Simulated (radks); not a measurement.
Values are calculated unless marked as measured or tabulated.
Task: Orbital eigenvalues (eV) of the iridium ion Ir2+, [Xe] 4f14 5d7, of relativity; Dirac values are averaged over j with weights 2j + 1. Spin-unpolarised spherical Kohn-Sham, PBE, point nucleus unless stated (finite: rms radius 5.4032 fm), a radial shooting solver on a logarithmic mesh with Libxc functionals. A level marked "c x" has the speed of light scaled by that factor and shares open shells by 2j + 1; other Dirac levels either fill j = l - 1/2 first or share by 2j + 1.

shell  non-rel.
2s       -11510
2p       -11054
3s      -2682.6
3p      -2468.9
3d      -2070.4
4s      -569.83
4p      -478.79
4d      -311.99
5s      -95.489
4f      -90.624
5p      -67.578
5d      -25.130

Give the values at the level "Dirac, c x 1.5".

Result: 
shell  Dirac, c x 1.5  change of magnitude (%)
2s             -12220                    +6.17
2p             -11299                    +2.21
3s            -2858.2                    +6.55
3p            -2537.7                    +2.79
3d            -2064.1                    -0.31
4s            -613.39                    +7.64
4p            -494.92                    +3.37
4d            -310.35                    -0.52
5s            -103.22                    +8.09
4f            -85.776                    -5.35
5p            -69.793                    +3.28
5d            -24.792                    -1.35
